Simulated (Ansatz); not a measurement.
`CN[Si](F)(F)F` + H₂Se → `F[Si](F)(F)[SeH]` + CH₃NH₂ at 600 K and 1 bar (ligand exchange at the Si–N bond).

Calculated with Ansatz (gas phase, PBE0-D4/def2-TZVP geometries, no zero-point term in ΔE). CBS: MP2 limit from def2 TZ/QZ plus the TZ coupled-cluster correction, frozen cores. For Se outer-core shells are correlated without core-valence functions, which leaves a few kJ/mol of doubt a bond. Scalar relativity is left out up to krypton. One conformer a species, not always the lowest.

```json
{"species": "`CN[Si](F)(F)F`", "CCSD(T)/CBS energy (Eh)": "-683.86577", "H − E (kJ/mol)": "232.2", "S (J/(mol·K))": "454.5"}
{"species": "H₂Se", "CCSD(T)/CBS energy (Eh)": "-2401.89790", "H − E (kJ/mol)": "57.0", "S (J/(mol·K))": "244.8"}
{"species": "`F[Si](F)(F)[SeH]`", "CCSD(T)/CBS energy (Eh)": "-2990.00244", "H − E (kJ/mol)": "97.9", "S (J/(mol·K))": "418.1"}
{"species": "CH₃NH₂", "CCSD(T)/CBS energy (Eh)": "-95.75281", "H − E (kJ/mol)": "199.3", "S (J/(mol·K))": "283.8"}
```

H − E and S are ideal-gas, rigid-rotor, harmonic terms from PBE0-D4/def2-TZVP, for one conformer and one mirror image of each species. 1 Eh = 2625.50 kJ/mol, R = 8.31446 J/(mol·K).

Question: By hand: ΔE, ΔH, ΔS and ΔG.

Answer: ΔE = (-2990.00244) + (-95.75281) − (-683.86577) − (-2401.89790) = 0.00842 Eh = 22.1 kJ/mol. Δ(H − E) = 97.9 + 199.3 − 232.2 − 57.0 = 8.0, so ΔH = 30.1 kJ/mol. ΔS = 418.1 + 283.8 − 454.5 − 244.8 = 2.6 J/(mol·K). ΔG = 30.1 − 600 × (2.6)/1000 = 28.5 kJ/mol.

Question: By hand: the equilibrium constant, and the temperature at which ΔG would vanish if ΔH and ΔS stayed fixed.

Answer: log₁₀ K = −ΔG/(RT ln 10) = -2.5. ΔG = 0 at ΔH/ΔS = 11577 K, far beyond where these terms or the molecules hold.

The number of gas molecules stays the same, so ΔS is small and ΔH decides. A doubt of 5 kJ/mol in ΔE shifts log₁₀ K by 0.4 here. Other conformers and mirror images would add mixing entropy, several J/(mol·K) or more a flexible species. Modes under 60 cm⁻¹, often nearly free rotors, make the harmonic entropy too high. These are equilibria of isolated gas molecules and say nothing of rates. Largest T1 diagnostic: 0.011 (customary marks: 0.02 for closed shells, 0.045 for open ones).
